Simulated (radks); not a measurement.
Question: Valence configurations of neutral gallium (all share [Ar]). Calculated with a radial shooting solver on a logarithmic mesh with Libxc functionals: scalar-relativistic Kohn-Sham, PBEsol, spin-polarised, spherical densities, point nucleus; open shells are filled with parallel spins first. Order these by energy: 3d8 4s2 4p3; 3d9 4s1 4p3; 3d7.5 4s2 4p3.5; 3d9 4s2 4p2; 3d8.5 4s2 4p2.5; 3d10 4s1 4p2; 3d9 4s0.5 4p3.5; 3d7 4s2 4p4; 3d9.5 4s2 4p1.5; 3d10 4s2 4p1.

Answer: From the lowest, in eV above it: 3d10 4s2 4p1 0.000; 3d10 4s1 4p2 4.959; 3d9.5 4s2 4p1.5 8.880; 3d9 4s2 4p2 19.383; 3d9 4s1 4p3 24.450; 3d9 4s0.5 4p3.5 29.798; 3d8.5 4s2 4p2.5 31.574; 3d8 4s2 4p3 45.510; 3d7.5 4s2 4p3.5 62.466; 3d7 4s2 4p4 81.304. NIST lists [Ar] 3d10 4s2 4p1 as the ground configuration; this level of theory agrees among the configurations tried. The energies are those of spherical high-spin densities, not of single terms.
